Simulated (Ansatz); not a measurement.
One geometry of LaN3H6⁺, that is La(NH2)3 with one electron fewer, several levels of theory.

```yaml
crystal:
  periodic: [false, false, false]
  atoms:
    - {symbol: La, position_ang: [-0.042005, 0.022792, -0.422948]}
    - {symbol: N, position_ang: [2.270479, 0.035383, -0.280795]}
    - {symbol: H, position_ang: [2.895101, -0.774663, -0.242178]}
    - {symbol: H, position_ang: [2.882345, 0.845976, -0.152841]}
    - {symbol: N, position_ang: [-1.160030, 1.962404, 0.172600]}
    - {symbol: H, position_ang: [-2.147890, 2.058319, 0.423196]}
    - {symbol: H, position_ang: [-0.758108, 2.890645, 0.329918]}
    - {symbol: N, position_ang: [-1.124126, -1.989491, -0.040655]}
    - {symbol: H, position_ang: [-0.705882, -2.922095, 0.016401]}
    - {symbol: H, position_ang: [-2.109884, -2.129290, 0.197301]}
basis:
  gaussian: {orbitals: def2-TZVP, initial_orbitals: start.molden}
total_charge: 1
magnetization: {spin_polarized: true, initial_magnetization: 1}
hamiltonian: {xc: r2scan, dispersion: d4}
scf: {omitted_lower_state_checks: [starts]}
output: {orbitals: {seedname: orbitals}}
```

The file start.molden holds the orbitals of an earlier run on this structure, at another level or in another basis.

```sh
$ ansatz run in.yaml --threads 4 --pin off --events-out ev --progress --plain --max-ram 3916MiB
```

Output, abridged:

```
Functional definition: r2SCAN
1047 factors; their error is unknown
mean field evaluation 1: about -5422.0323 eV, gradient 2.9e0 eV
mean field evaluation 2: about -5422.0694 eV, gradient 5.3e-2 eV
mean field evaluation 4: about -5422.0527 eV, gradient 3.9e-4 eV
mean field -5422.05271848 eV, -199.2567622049 hartree, gradient 2.5e-5 eV, S^2 0.771250; 0 other end points of the search recorded, 0 dependent functions left out
reference -5422.05274012 eV, -199.2567630002 hartree; 19, 18 occupied and 150, 151 virtual orbitals, 1047 factors
Total energy: -5422.08752513 eV, -199.2580413256 hartree
Checks for a lower state left out: starts
```

It took 6 s on 4 threads of Arm Neoverse V1 on a shared host.

As the first input, with `hamiltonian: {xc: pbe, dispersion: d4}` (abridged; 2.9 s):

```
Functional definition: PBE
mean field -5419.35463499 eV, -199.1576094655 hartree, gradient 5.5e-5 eV, S^2 0.759517
Total energy: -5419.49345271 eV, -199.1627109225 hartree
Checks for a lower state left out: starts
```

As the first input, with `hamiltonian: {xc: pbe0, dispersion: d4}` (abridged; 3.6 s):

```
Functional definition: PBE0
mean field -5418.46093613 eV, -199.1247666381 hartree, gradient 9.4e-6 eV, S^2 0.786160
Total energy: -5418.58064135 eV, -199.1291657239 hartree
Checks for a lower state left out: starts
```

Geometry: r2SCAN-D4/def2-SVP, that of the neutral singlet.

In the def2 sets La takes a core potential; there is no spin–orbit coupling.
